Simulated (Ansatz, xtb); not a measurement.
## Ranking isomers of C6H5NO

3 gas-phase structures of C6H5NO, from a drawn sample of its isomers (lower ones may exist). Each was relaxed with GFN2-xTB; where two conformers were screened, the lower at r2SCAN-D4/def2-SVP is listed:

A. `O=Cc1cccnc1`, a singlet
B. `O=Cc1ccncc1`, a singlet
C. `O=Cc1ccccn1`, a singlet

**Question.** Estimate their order in r2SCAN-D4/def2-SVP energy at these geometries, lowest first.

**Answer.** Calculated order at r2SCAN-D4/def2-SVP: C (0.000), A (0.049), B (0.103) eV.

Energies above the lowest of each column, in eV; the last columns are at B3LYP-D3(BJ)/def2-SVP geometries:

| structure | GFN2-xTB | HF/STO-3G | r2SCAN-D4/def2-SVP | B3LYP-D3(BJ)/def2-SVP | CCSD(T)/def2-SVP + ΔMP2/def2-TZVPP |
| --- | --- | --- | --- | --- | --- |
| C | 0.012 | 0.000 | 0.000 | 0.000 | 0.000 |
| A | 0.000 | 0.048 | 0.049 | 0.047 | 0.047 |
| B | 0.039 | 0.069 | 0.103 | 0.098 | 0.090 |

Every level run on C puts it lowest or level with the lowest. Flexible structures stand in one conformer each, not always the lowest. ΔMP2 is the change of the MP2 energy from the smaller to the larger basis.

Programs: Ansatz 0.2.0, xtb 6.7.1.
